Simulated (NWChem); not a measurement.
# SeF3 cation; SMILES F[Se+](F)F

This build's default masses of Se (78.918 u) and Br (79.917 u) are each other's, which moves their modes by up to 0.6 %.

### Question
Give the equilibrium geometry at PBE0/def2-SVP (NWChem) as a list of bonds and angles, with the point group.

### Answer
point group C3v; any orientation.
Bond lengths (Å): Se1–F2 1.671, Se1–F3 1.671, Se1–F4 1.671. Angles (°): F2–Se1–F3 97.4, F2–Se1–F4 97.4, F3–Se1–F4 97.4.
